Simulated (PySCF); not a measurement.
C₆ coefficients of unlike pairs at PBE0

Calculated with PySCF 2.14 from the dipole response of each species, C₆(A,B) = (3/π) ∫ α_A(iu) α_B(iu) du, in atomic units, from isotropic polarisabilities. For ions this is the dispersion term alone; charge-induced terms of lower order in 1/R come first.

```
species      configuration                                                                      basis     relativity  α (bohr³)  C₆ (like pair)
     Cr  [Ar] 3d5 4s1 (7S)                                                   def2-TZVPPD (6s6p4d2f1g)           none      74.18           563.5
   Mg²⁺          [Ne] (1S)                                                       def2-TZVPPD (5s5p3d)           none     0.3618          0.3410
     F⁺  [He] 2s2 2p4 (3P)  x2c-TZVPPall with one added diffuse shell each of s, p, d type (6s4p3d1f)  spin-free X2C      1.823           3.376
     Fe  [Ar] 3d6 4s2 (5D)                                             aug-cc-pwCVTZ-DK (10s9p7d4f3g)  spin-free X2C      64.29           578.8
```

**Question.** Estimate C₆ for Mg²⁺ with Cr.

**Answer.** The integral gives 6.503. The combination rule 2 C_A C_B / (C_A α_B/α_A + C_B α_A/α_B) gives 5.289 and the geometric mean 13.86.

No spin-orbit coupling is included.

The other pairs:

| pair | C₆ |
| --- | --- |
| F⁺, Cr | 28.40 |
| F⁺, Mg²⁺ | 0.9781 |
| Fe, F⁺ | 31.48 |
| Fe, Cr | 564.8 |
| Fe, Mg²⁺ | 7.218 |
